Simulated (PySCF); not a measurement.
H₄BNO₂, singlet, at a GFN2-xTB geometry, with bond 5-4 at 2.4 times its length; CASSCF(8,9)/6-31G* (PySCF).

Input for PySCF:
```python
from pyscf import gto, scf, mcscf
import numpy

mol = gto.Mole()
mol.atom = '''
    B    -0.004511    0.000877   -0.002660
    O    -0.891115   -1.038905   -0.128237
    H    -1.690548   -0.841527   -0.613355
    O    -0.212842    1.253533   -0.522692
    H    -2.187823    1.536815   -1.654211
    N     1.185243   -0.230432    0.698857
    H     1.878402    0.480108    0.830581
    H     1.405404   -1.118537    1.105657
'''
mol.basis = '6-31g*'
mol.charge = 0
mol.spin = 0
mol.verbose = 4
mol.build()

mf = scf.RHF(mol)
mf.kernel()
mc = mcscf.CASSCF(mf, 9, 8)
mc.fix_spin_(ss=0.0)
mc.kernel()
occ = numpy.linalg.eigvalsh(mc.fcisolver.make_rdm1(mc.ci, mc.ncas, mc.nelecas))[::-1]
ss = mc.fcisolver.spin_square(mc.ci, mc.ncas, mc.nelecas)[0]
print('natural occupations', occ.round(4), ' <S^2>', round(ss, 4))
```

Question: Write the output that PySCF gives for this input, abridged.

Answer: 
```
PySCF version 2.14.0

[INPUT] verbose = 4
[INPUT] num. atoms = 8
[INPUT] num. electrons = 32
[INPUT] charge = 0
[INPUT] spin (= nelec alpha-beta = 2S) = 0
[INPUT] symmetry False subgroup None
[INPUT] Mole.unit = angstrom
[INPUT] Symbol           X                Y                Z      unit          X                Y                Z       unit  Magmom
[...]
nuclear repulsion = 113.084108795824
number of shells = 32
number of NR pGTOs = 124
number of NR cGTOs = 64
basis = 6-31g*
ecp = {}

******** <class 'pyscf.scf.hf.RHF'> ********
method = RHF
initial guess = minao
damping factor = 0
level_shift factor = 0
DIIS = <class 'pyscf.scf.diis.CDIIS'>
diis_start_cycle = 1
diis_space = 8
diis_damp = 0
SCF conv_tol = 1e-09
SCF conv_tol_grad = None
SCF max_cycles = 50
direct_scf = True
direct_scf_tol = 1e-13
Set gradient conv threshold to 3.16228e-05
Initial guess from minao.
init E= -231.377045462301
[...]
cycle= 1 E= -230.79382800903  delta_E= 0.583  |g|= 0.869  |ddm|= 2.48
[...]
cycle= 2 E= -230.630568835583  delta_E= 0.163  |g|=  1.3  |ddm|=  1.7
[...]
cycle= 3 E= -231.045868363006  delta_E= -0.415  |g|= 0.134  |ddm|= 1.03
[...]
cycle= 4 E= -231.052769398196  delta_E= -0.0069  |g|= 0.123  |ddm|= 0.205
[...]
cycle= 5 E= -231.055826074359  delta_E= -0.00306  |g|= 0.0562  |ddm|= 0.0759
[...]
cycle= 6 E= -231.056627994212  delta_E= -0.000802  |g|= 0.0182  |ddm|= 0.0496
[...]
cycle= 7 E= -231.056721556376  delta_E= -9.36e-05  |g|= 0.00389  |ddm|= 0.0185
[...]
cycle= 8 E= -231.056727104433  delta_E= -5.55e-06  |g|= 0.00064  |ddm|= 0.0058
[...]
cycle= 9 E= -231.056727327072  delta_E= -2.23e-07  |g|= 0.000225  |ddm|= 0.00106
[...]
cycle= 10 E= -231.056727376626  delta_E= -4.96e-08  |g|= 0.000146  |ddm|= 0.000433
[...]
cycle= 11 E= -231.056727402707  delta_E= -2.61e-08  |g|= 6.6e-05  |ddm|= 0.000329
[...]
cycle= 12 E= -231.056727413545  delta_E= -1.08e-08  |g|= 3.01e-05  |ddm|= 0.000292
[...]
cycle= 13 E= -231.056727414796  delta_E= -1.25e-09  |g|= 4.96e-06  |ddm|= 0.000119
[...]
cycle= 14 E= -231.056727414816  delta_E= -1.96e-11  |g|= 2.13e-06  |ddm|= 1.34e-05
[...]
Extra cycle  E= -231.056727414817  delta_E= -7.96e-13  |g|= 1.32e-06  |ddm|= 2.54e-06
converged SCF energy = -231.056727414817

******** <class 'pyscf.mcscf.mc1step.CASSCF'> ********
CAS (4e+4e, 9o), ncore = 12, nvir = 43
max_cycle_macro = 50
max_cycle_micro = 4
conv_tol = 1e-07
conv_tol_grad = None
orbital rotation max_stepsize = 0.02
orbital rotation threshold for CI restart = 0.01
[...]
CASCI E = -231.181380523077  S^2 = 0.0000000
[...]
               |grad[o]|=0.000396  |grad[c]|=0.00524  |ddm|=0.00166  |maxRot[o]|=0.0242
macro iter  41 ( 21 JK    4 micro), CASSCF E = -231.265983932763  dE = -1.00266046e-05  S^2 = 0.0000000
               |grad[o]|=0.00109  |grad[c]|=0.003  |ddm|=0.000504  |maxRot[o]|=0.00908
macro iter  42 ( 17 JK    4 micro), CASSCF E = -231.265993104130  dE = -9.17136677e-06  S^2 = 0.0000000
               |grad[o]|=0.000469  |grad[c]|=0.00332  |ddm|=0.000387  |maxRot[o]|=0.019
macro iter  43 ( 20 JK    4 micro), CASSCF E = -231.266007455989  dE = -1.43518596e-05  S^2 = 0.0000000
               |grad[o]|=0.00038  |grad[c]|=0.00272  |ddm|=0.000234  |maxRot[o]|=0.0373
macro iter  44 ( 17 JK    4 micro), CASSCF E = -231.266022092782  dE = -1.46367926e-05  S^2 = 0.0000000
               |grad[o]|=0.000281  |grad[c]|=0.00753  |ddm|=0.00331  |maxRot[o]|=0.0571
macro iter  45 ( 18 JK    4 micro), CASSCF E = -231.266029309089  dE = -7.21630664e-06  S^2 = 0.0000000
               |grad[o]|=0.000489  |grad[c]|=0.00259  |ddm|=0.0014  |maxRot[o]|=0.0315
macro iter  46 ( 21 JK    4 micro), CASSCF E = -231.266031616056  dE = -2.30696750e-06  S^2 = 0.0000000
               |grad[o]|=0.000274  |grad[c]|=0.00159  |ddm|=0.000772  |maxRot[o]|=0.021
macro iter  47 ( 15 JK    3 micro), CASSCF E = -231.266035861611  dE = -4.24555526e-06  S^2 = 0.0000000
               |grad[o]|=0.000412  |grad[c]|=0.00101  |ddm|=0.000323  |maxRot[o]|=0.0156
macro iter  48 (  6 JK    1 micro), CASSCF E = -231.266037528025  dE = -1.66641397e-06  S^2 = 0.0000000
               |grad[o]|=0.000127  |grad[c]|=0.00137  |ddm|=0.000266  |maxRot[o]|=0.0122
macro iter  49 ( 21 JK    4 micro), CASSCF E = -231.266039683973  dE = -2.15594795e-06  S^2 = 0.0000000
               |grad[o]|=0.000217  |grad[c]|=0.00128  |ddm|=0.000751  |maxRot[o]|=0.0329
macro iter  50 ( 15 JK    3 micro), CASSCF E = -231.266041759544  dE = -2.07557076e-06  S^2 = 0.0000000
               |grad[o]|=0.000393  |grad[c]|=0.000324  |ddm|=0.000337  |maxRot[o]|=0.0102
1-step CASSCF not converged,  50 macro (951 JK 193 micro) steps
CASSCF canonicalization
Density matrix diagonal elements [1.97062645 1.9828313  1.98516981 1.35418718 0.64822211 0.01964933
 0.01980872 0.01583925 0.00366586]
CASSCF energy = -231.266041759544
CASCI E = -231.266041759544  E(CI) = -14.2769527003499  S^2 = 0.0000000
natural occupations [1.9856 1.9831 1.9764 1.3536 0.6467 0.0215 0.0156 0.0143 0.0032]  <S^2> 0.0
```

The run did not converge; its last values are not results.
